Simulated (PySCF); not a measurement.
**GaBr: everyday levels beside a composite calculation**

PySCF; the state is a singlet (closed shell). The composite is CCSD(T) extrapolated to the basis-set limit from two correlation-consistent sets, with core-valence (CV) and scalar-relativistic (SR) terms as its label shows; it has no spin–orbit coupling and nothing beyond (T). Here it is CCSD(T)/CBS(DT)+CV. It gives Re = 2.353 Å, ωe = 269 cm⁻¹ and De = 4.35 eV to Ga + Br.

| level | basis | relativity | Re (Å) | ωe (cm⁻¹) | De (eV) |
| --- | --- | --- | --- | --- | --- |
| RHF | pcseg-1 | no relativity | 2.412 | 261 | 3.26 |
| RHF-SCS-MP2 | def2-TZVPPD | no relativity | 2.369 | 270 | 4.36 |
| RHF-CCSD(T) | pcseg-1 | no relativity | 2.407 | 266 | 4.11 |
| PBE | pcseg-1 | no relativity | 2.415 | 259 | 4.49 |
| PW91 | def2-TZVPPD | no relativity | 2.391 | 256 | 4.54 |
| r²SCAN | def2-TZVPPD | no relativity | 2.365 | 268 | 4.49 |
| B3LYP | def2-TZVPPD | no relativity | 2.401 | 253 | 4.30 |
| PBE0 | x2c-SVPall | spin-free X2C | 2.364 | 272 | 4.38 |
| B97-3 | def2-TZVPP | no relativity | 2.396 | 258 | 4.35 |
| M06-2X | x2c-SVPall | spin-free X2C | 2.384 | 267 | 4.23 |

**Question.** Give the difference of each row from the composite.

**Answer.** 

```json
{"level": "RHF", "basis": "pcseg-1", "ΔRe (pm)": "+5.9", "Δωe (%)": "-3.0", "ΔDe (eV)": "-1.09"}
{"level": "RHF-SCS-MP2", "basis": "def2-TZVPPD", "ΔRe (pm)": "+1.6", "Δωe (%)": "+0.4", "ΔDe (eV)": "+0.01"}
{"level": "RHF-CCSD(T)", "basis": "pcseg-1", "ΔRe (pm)": "+5.4", "Δωe (%)": "-1.1", "ΔDe (eV)": "-0.24"}
{"level": "PBE", "basis": "pcseg-1", "ΔRe (pm)": "+6.2", "Δωe (%)": "-3.7", "ΔDe (eV)": "+0.14"}
{"level": "PW91", "basis": "def2-TZVPPD", "ΔRe (pm)": "+3.8", "Δωe (%)": "-4.8", "ΔDe (eV)": "+0.19"}
{"level": "r²SCAN", "basis": "def2-TZVPPD", "ΔRe (pm)": "+1.2", "Δωe (%)": "-0.4", "ΔDe (eV)": "+0.14"}
{"level": "B3LYP", "basis": "def2-TZVPPD", "ΔRe (pm)": "+4.8", "Δωe (%)": "-5.9", "ΔDe (eV)": "-0.05"}
{"level": "PBE0", "basis": "x2c-SVPall", "ΔRe (pm)": "+1.1", "Δωe (%)": "+1.1", "ΔDe (eV)": "+0.03"}
{"level": "B97-3", "basis": "def2-TZVPP", "ΔRe (pm)": "+4.3", "Δωe (%)": "-4.1", "ΔDe (eV)": "+0.00"}
{"level": "M06-2X", "basis": "x2c-SVPall", "ΔRe (pm)": "+3.1", "Δωe (%)": "-0.7", "ΔDe (eV)": "-0.12"}
```

**Question.** Which rows come closest in De?

**Answer.** RHF-SCS-MP2 in def2-TZVPPD (+0.01 eV); B97-3 in def2-TZVPP (+0.00 eV), counted from the composite.

Correlated steps freeze the inner cores (13 to 18 orbitals); shallow outer-core shells are correlated. Correlated levels converge slowly with the basis: in double zeta they bind strong bonds too weakly, by up to about 1 eV, and carry superposition errors of some tenths. Where the molecule has an RHF reference, its open-shell atoms are computed with UHF.
